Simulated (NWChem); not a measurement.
# Correlation energy of Cd

SMILES: [Cd]
```xyz
1

Cd     0.0000     0.0000     0.0000
```
Charge 0, spin multiplicity 1.

Everything below was run with NWChem.

Basis set: def2-TZVP. Each correlation energy counts from its own Hartree-Fock reference.

Effective core potentials replace the inner electrons of Cd; spin-orbit coupling is left out. The correlated methods keep 4 core orbitals frozen. Coupled-cluster values serve here as a point of comparison, not as the truth.

Task: One of these methods gave a correlation energy of -330.6 mHa. Which?
A) SCS-MP2
B) CCSD+T(CCSD)
C) MP2
D) CCSD

Result: C, MP2. The others give -293.7 (SCS-MP2), -319.8 (CCSD), -325.8 (CCSD+T(CCSD)).
